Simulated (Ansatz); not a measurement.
Cost and result for the atomization energy of C$_{3}$H$_{6}$OSi, SMILES `C#C[SiH2]CO` (11 atoms, 10 bonds).

```xyz
11

C    -2.1110    1.0750    0.9252
C    -1.3944    0.1952    0.5139
Si   -0.2233   -1.0566   -0.1289
C     1.4349   -0.1635   -0.2795
O     1.3059    1.0571   -0.9892
H    -2.7569    1.8405    1.2910
H    -0.1532   -2.1995    0.8185
H    -0.7152   -1.5226   -1.4486
H     1.8723   -0.0109    0.7176
H     2.1409   -0.7826   -0.8399
H     0.6001    1.5680   -0.5800
```

The species carries charge 0 and has multiplicity 1. The structure was optimised at the PBE0-D4/def2-TZVP level. It is one conformer, not always the lowest. Program: Ansatz. All runs use 4 threads of a server CPU on a shared host. Times are those of one run each, without the atoms' runs, and a repeat can differ threefold. Electronic energies, without spin–orbit coupling; frozen cores. CCSD(T)/CBS adds CCSD(T) − MP2 in def2-TZVPP to the MP2 limit, and its time is that of the two runs behind it. T1 = 0.012. B3LYP takes the VWN-RPA correlation (the form of Gaussian; ORCA's B3LYP/G).

CCSD(T)/CBS is a level of theory with its own doubt, some kJ/mol a heavy atom from the limit and from the frozen cores, so smaller differences don't rank the functionals.

```json
{"level": "revPBE-D4/def2-TZVPP", "functions": "250", "wall time": "1.6 s", "atomization (kJ/mol)": "4242.7", "difference from CCSD(T)/CBS": "-21.5", "per bond": "-2.1"}
{"level": "PBE0-D4/def2-TZVPP", "functions": "250", "wall time": "2.2 s", "atomization (kJ/mol)": "4261.6", "difference from CCSD(T)/CBS": "-2.6", "per bond": "-0.3"}
{"level": "PBE-D4/def2-TZVPP (with forces)", "functions": "250", "wall time": "2.4 s", "atomization (kJ/mol)": "4349.6", "difference from CCSD(T)/CBS": "85.4", "per bond": "8.5"}
{"level": "r2SCANh-D4/def2-TZVPP", "functions": "250", "wall time": "2.8 s", "atomization (kJ/mol)": "4234.0", "difference from CCSD(T)/CBS": "-30.2", "per bond": "-3.0"}
{"level": "CAM-B3LYP-D4/def2-TZVPP", "functions": "250", "wall time": "3 s", "atomization (kJ/mol)": "4270.5", "difference from CCSD(T)/CBS": "6.3", "per bond": "0.6"}
{"level": "BHLYP-D4/def2-TZVPP", "functions": "250", "wall time": "3 s", "atomization (kJ/mol)": "4120.6", "difference from CCSD(T)/CBS": "-143.6", "per bond": "-14.4"}
{"level": "B3LYP-D4/def2-TZVPP (with forces)", "functions": "250", "wall time": "3.7 s", "atomization (kJ/mol)": "4256.5", "difference from CCSD(T)/CBS": "-7.7", "per bond": "-0.8"}
{"level": "CCSD(T)/def2-SVP", "functions": "104", "wall time": "4 s", "atomization (kJ/mol)": "4025.6", "difference from CCSD(T)/CBS": "-238.6", "per bond": "-23.9"}
{"level": "B97M-V/def2-TZVPP", "functions": "250", "wall time": "4.7 s", "atomization (kJ/mol)": "4258.8", "difference from CCSD(T)/CBS": "-5.4", "per bond": "-0.5"}
{"level": "ωB97X-V/def2-TZVPP", "functions": "250", "wall time": "5.5 s", "atomization (kJ/mol)": "4261.7", "difference from CCSD(T)/CBS": "-2.5", "per bond": "-0.2"}
{"level": "MP2/def2-QZVPP", "functions": "478", "wall time": "25 s", "atomization (kJ/mol)": "4302.0", "difference from CCSD(T)/CBS": "37.8", "per bond": "3.8"}
{"level": "CCSD(T)/def2-TZVPP", "functions": "250", "wall time": "98 s", "atomization (kJ/mol)": "4149.9", "difference from CCSD(T)/CBS": "-114.3", "per bond": "-11.4"}
{"level": "CCSD(T)/CBS(def2)", "functions": "–", "wall time": "2 min", "atomization (kJ/mol)": "4264.2", "difference from CCSD(T)/CBS": "0.0", "per bond": "0.0"}
```

From r2SCAN to r2SCAN0 (25 % exact exchange), in def2-TZVPP and without D4, the atomization energy moves by −75.8 kJ/mol: exact exchange takes away binding that semilocal exchange gives to molecules. At CCSD(T), def2-SVP lies −238.6 kJ/mol from the extrapolated value and def2-TZVPP −114.3 kJ/mol: correlation converges slowly with the basis, and small sets miss more of it in the bonded molecule than in its fragments. In def2-TZVPP, CCSD(T) changes the Hartree–Fock value by +1071.6 kJ/mol (the triples alone add +70.5 kJ/mol) and MP2 by +1156.0 kJ/mol; breaking electron pairs costs correlation energy, which Hartree–Fock lacks.
